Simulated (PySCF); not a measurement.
Compound: C7H7N.
Structure used (PBE0-D3(BJ)/def2-SVP), in Å, numbered top down from 1:
```xyz
15
C7H7N angstrom
C      2.766    0.624    0.347
C      1.481    0.852    0.657
C      0.391    0.200   -0.010
C     -0.883   -0.011   -0.189
C     -2.294    0.253    0.161
C     -2.427    1.231    1.237
N     -2.512    2.008    2.089
C      0.026   -0.789   -1.083
H      3.578    1.134    0.871
H      3.035   -0.082   -0.443
H      1.215    1.560    1.449
H     -2.846    0.614   -0.724
H     -2.795   -0.684    0.462
H      0.127   -0.504   -2.143
H      0.180   -1.866   -0.906
```

Linear response at CAM-B3LYP/def2-SVPD (PySCF, frozen core in the response, non-relativistic). The structure is a single PBE0-D3(BJ)/def2-SVP conformer in the gas phase; no vibrational or solvent corrections.

Static isotropic polarisability: 89.78 au (13.30 Å³), principal values 57.5, 90.9, 121.0 au.

(1) What is the polarisability at 1064 nm and at the sodium D line?

(2) What is the isotropic C6 coefficient between two such molecules, C6 = (3/π)∫α(iω)² dω?

(3) Which effective excitation energy ω̄ makes London's formula C6 = (3/4)α²ω̄ exact here?

(4) How many electrons N does the Slater–Kirkwood formula C6 = (3/4)·√N·α^(3/2) need to give this C6?

(5) How anisotropic is the static polarisability, by Δα² = ½[(α1 − α2)² + (α2 − α3)² + (α3 − α1)²]?

(6) What n − 1 at the D line would an ideal gas of it have at 273.15 K and 1 atm (2.6868 × 10¹⁹ cm⁻³), by n − 1 = 2π·N·α′?

(7) What does −C6/R⁶ come to at R = 10 Å between centres?

Answers

(1) 91.05 au at 1064 nm (+1.4 %), 94.27 au at 589.3 nm (+5.0 %). The rise at 589.3 nm is 3.54 times that at 1064 nm; a pure ω² law gives 3.26. The lowest singlet lies at 236 nm, shorter than both wavelengths.

(2) 2952 au (Eh·bohr⁶) by a ten-point quadrature over imaginary frequencies, which is 1760 eV·Å⁶ or 170 J·nm⁶/mol.

(3) ω̄ = 4·C6/(3α²) = 0.488 Eh = 13.3 eV. A one-pole form α(ω) = α/(1 − ω²/ω̄²) fitted to the 1064 nm value gives 9.9 eV.

(4) N = (4·C6/3)²/α³ = 21.4; the species has 56 electrons in all.

(5) Δα = 55.1 au, or 0.61 of the isotropic value.

(6) 23.58 × 10⁻⁴, a formal value whether or not that pressure can be reached.

(7) -170 J/mol. This is the leading, orientation-averaged term; C8 and higher terms are left out.
